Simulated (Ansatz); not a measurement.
`CBF` + `BS` → `BSBC` + H–F at 700 K and 1 bar (ligand exchange at a B–F bond).

Calculated with Ansatz (gas phase, PBE0-D4/def2-TZVP geometries, no zero-point term in ΔE). CCSD(T)/CBS adds triple-zeta CCSD(T) − MP2 to the extrapolated MP2 energy (def2 sets, frozen cores). This one scheme is used for every species. Each species was taken in one conformer, which may not be the lowest.

```csv
species,CCSD(T)/CBS energy (Eh),H − E (kJ/mol),S (J/(mol·K))
`CBF`,-165.10297,181.4,343.0
`BS`,-424.38198,115.9,297.3
`BSBC`,-489.06011,259.2,429.4
H–F,-100.39570,45.2,198.5
```

H − E and S are ideal-gas, rigid-rotor, harmonic terms from PBE0-D4/def2-TZVP, for one conformer and one mirror image of each species. 1 Eh = 2625.50 kJ/mol, R = 8.31446 J/(mol·K).

**Question.** By hand: ΔE, ΔH, ΔS and ΔG.

**Answer.** ΔE = (-489.06011) + (-100.39570) − (-165.10297) − (-424.38198) = 0.02914 Eh = 76.5 kJ/mol. Δ(H − E) = 259.2 + 45.2 − 181.4 − 115.9 = 7.1, so ΔH = 83.6 kJ/mol. ΔS = 429.4 + 198.5 − 343.0 − 297.3 = -12.4 J/(mol·K). ΔG = 83.6 − 700 × (-12.4)/1000 = 92.3 kJ/mol.

**Question.** By hand: the equilibrium constant, and the temperature at which ΔG would vanish if ΔH and ΔS stayed fixed.

**Answer.** log₁₀ K = −ΔG/(RT ln 10) = -6.9. ΔH and −TΔS have one sign here, so there is no such temperature.

The number of gas molecules stays the same, so ΔS is small and ΔH decides. A doubt of 5 kJ/mol in ΔE shifts log₁₀ K by 0.4 here. Other conformers and mirror images would add mixing entropy, several J/(mol·K) or more a flexible species. These are equilibria of isolated gas molecules and say nothing of rates. Largest T1 diagnostic: 0.015 (customary marks: 0.02 for closed shells, 0.045 for open ones).

ΔS is within the doubt of such terms, so its sign, and with it that verdict, could turn.
